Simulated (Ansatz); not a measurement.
Basis-set series for `FBOCS`. Charge 0, multiplicity 1. Geometry: relaxed with PBE0-D4/def2-TZVP. It is one conformer, not always the lowest.

```
atom    x (Å)    y (Å)    z (Å)
  F1  -2.0950  -1.6516   0.7651
  B2  -1.3794  -0.8024   0.0493
  O3  -0.4035  -0.1269   0.6855
  C4   0.4368   0.7580  -0.0155
  S5   1.9230  -0.0215  -0.6713
  H6  -1.6265  -0.6485  -1.1119
  H7   0.7086   1.5602   0.6680
  H8  -0.0691   1.1851  -0.8855
  H9   2.5052  -0.2522   0.5164
```

| functional | basis | functions | energy (Eh) | HOMO (eV) | LUMO (eV) |
| --- | --- | --- | --- | --- | --- |
| PBE0-D4 | def2-SVP | 94 | -638.01418 | -7.39 | 0.32 |
| PBE0-D4 | def2-TZVPP | 222 | -638.43653 | -7.52 | -0.06 |
| ωB97M-V | def2-SVP | 94 | -638.30247 | -9.62 | 2.45 |
| ωB97M-V | def2-TZVPP | 222 | -638.73138 | -9.77 | 1.85 |

(1) Give the rows for def2-QZVPP. (An estimate is asked.)

Results:

(1) The calculation gave: 
```tsv
functional	basis	functions	energy (Eh)	HOMO (eV)	LUMO (eV)
PBE0-D4	def2-QZVPP	418	-638.46201	-7.55	-0.19
ωB97M-V	def2-QZVPP	418	-638.75566	-9.81	1.50
```

Positive LUMOs are unbound and depend on the basis.

Program: Ansatz 0.2.0.
